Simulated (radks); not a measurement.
The titanium anion Ti- inside a hard spherical wall (all orbitals vanish at R), configuration held at [Ar] 3d3 4s2 and not refilled when levels cross. Method: non-relativistic Kohn-Sham, PBE, spin-polarised, spherical densities, point nucleus; open shells are filled with parallel spins first; computed with a radial shooting solver on a logarithmic mesh with Libxc functionals. Eigenvalues in eV for spin up, with the zero of energy where the potential of the charges vanishes at infinity; a dash marks a level that is unbound or too diffuse for the functional's potential to be trusted. A positive occupied level is held by the wall or, in an anion where self-interaction has pushed it up, behind a barrier. The pressure on the wall is -dE/dV.

[
 {"R (bohr)": "20", "E (hartree)": "-849.14627", "kinetic (hartree)": "848.364", "e(3s)": "-54.674", "e(3p)": "-31.780", "e(4s)": "0.214", "e(3d)": "1.872", "e(4p, empty)": "-", "e(5s, empty)": "-", "pressure (GPa)": "0.00106"},
 {"R (bohr)": "12", "E (hartree)": "-849.14087", "kinetic (hartree)": "848.382", "e(3s)": "-54.047", "e(3p)": "-31.157", "e(4s)": "0.626", "e(3d)": "2.442", "e(4p, empty)": "2.716", "e(5s, empty)": "4.182", "pressure (GPa)": "0.0392"},
 {"R (bohr)": "10", "E (hartree)": "-849.13208", "kinetic (hartree)": "848.416", "e(3s)": "-53.538", "e(3p)": "-30.649", "e(4s)": "0.991", "e(3d)": "2.913", "e(4p, empty)": "3.300", "e(5s, empty)": "5.991", "pressure (GPa)": "0.174"},
 {"R (bohr)": "5", "E (hartree)": "-848.77345", "kinetic (hartree)": "849.513", "e(3s)": "-46.416", "e(3p)": "-23.635", "e(4s)": "7.778", "e(3d)": "9.386", "e(4p, empty)": "12.493", "e(5s, empty)": "32.824", "pressure (GPa)": "29.1"},
 {"R (bohr)": "2.5", "E (hartree)": "-843.50396", "kinetic (hartree)": "864.465", "e(3s)": "-19.307", "e(3p)": "3.346", "e(4s)": "70.599", "e(3d)": "39.692", "e(4p, empty)": "83.825", "e(5s, empty)": "206.70", "pressure (GPa)": "3270"},
 {"R (bohr)": "2", "E (hartree)": "-835.81723", "kinetic (hartree)": "885.696", "e(3s)": "3.375", "e(3p)": "27.481", "e(4s)": "143.91", "e(3d)": "67.275", "e(4p, empty)": "159.12", "e(5s, empty)": "372.06", "pressure (GPa)": "14900"},
 {"R (bohr)": "1.5", "E (hartree)": "-810.43349", "kinetic (hartree)": "948.100", "e(3s)": "64.862", "e(3p)": "92.364", "e(4s)": "344.25", "e(3d)": "134.08", "e(4p, empty)": "354.25", "e(5s, empty)": "781.19", "pressure (GPa)": "96200"}
]
